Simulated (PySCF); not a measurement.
System: C₂HClF₃, net charge -1, singlet state. It need not be the lowest isomer of its formula. Whether it binds its extra electron was not tested at this geometry. 
Structure (B3LYP-D3(BJ)/def2-TZVP (Ansatz) minimum search):
```xyz
7

C     -0.7640    -0.6435    -0.3454
C      0.6314    -0.3060    -0.1576
F      1.1364     0.9447    -0.6270
F      1.4305    -1.2061    -0.8255
F      1.0613    -0.3010     1.1436
Cl    -1.8157     0.6679     0.4240
H     -0.9900    -0.5960    -1.4104
```
Charge -1, spin multiplicity 1.

Dispersion corrections to the total energy (kcal/mol) from the dftd3 and dftd4 libraries through PySCF: D3(BJ) without and D4 with the three-body term, each with the damping fitted for the functional named.

```json
[
 {"functional": "PBE0", "D3(BJ)": "-2.58", "D4": "…"},
 {"functional": "BLYP", "D3(BJ)": "…", "D4": "-8.52"},
 {"functional": "PW6B95", "D3(BJ)": "-1.45", "D4": "-3.25"},
 {"functional": "revPBE", "D3(BJ)": "-7.88", "D4": "…"},
 {"functional": "B3LYP", "D3(BJ)": "-5.30", "D4": "-6.04"},
 {"functional": "r2SCAN", "D3(BJ)": "-0.80", "D4": "-0.91"},
 {"functional": "HF", "D3(BJ)": "-24.79", "D4": "-14.41"}
]
```

**Question.** What belongs in the gaps?

**Answer.** 
- PBE0, D4: -3.12
- BLYP, D3(BJ): -6.52
- revPBE, D4: -12.95
